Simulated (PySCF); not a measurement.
C4H2Cl2Si. Atoms are numbered in the order given.

```xyz
9

C     -2.4935     0.0000     1.7610
C     -1.4950     0.0000     1.0672
Si     0.0000     0.0000     0.0392
Cl     0.0000     1.6673    -1.1540
Cl     0.0000    -1.6673    -1.1540
C      1.4950     0.0000     1.0672
C      2.4935     0.0000     1.7610
H     -3.3780     0.0000     2.3741
H      3.3780     0.0000     2.3741
```
Charge 0, spin multiplicity 1.

Geometry optimised at PBE0-D3(BJ)/def2-SVP.

These are PySCF with PBE0/pcSseg-1 values and carry that method's errors.

GIAO shieldings, no solvent; atoms alike by connectivity are averaged. δ = σ(ref) − σ: ¹³C against TMS (σ = 186.3 ppm); ²⁹Si against TMS (σ = 352.7 ppm); ³⁵Cl against HCl (σ = 945.9 ppm); ¹H against TMS (σ = 31.56 ppm), references at their B3LYP-D3(BJ)/def2-TZVP geometries, non-relativistic (without spin–orbit terms, shifts of atoms bonded to Cl or Br come out too high).

| atoms | nucleus | count | δ (ppm) |
|---|---|---|---|
| C1, C7 | ¹³C | 2 | ? |
| C2, C6 | ¹³C | 2 | 86.7 |
| Si3 | ²⁹Si | 1 | ? |
| Cl4, Cl5 | ³⁵Cl | 2 | 120.1 |
| H8, H9 | ¹H | 2 | 3.00 |

**Question.** Some entries are withheld; supply them. (An estimate is asked for; the answer gives what the named calculation found.)

**Answer.** 
- Si3, δ (ppm): -36.7
- C1, C7, δ (ppm): 107.2
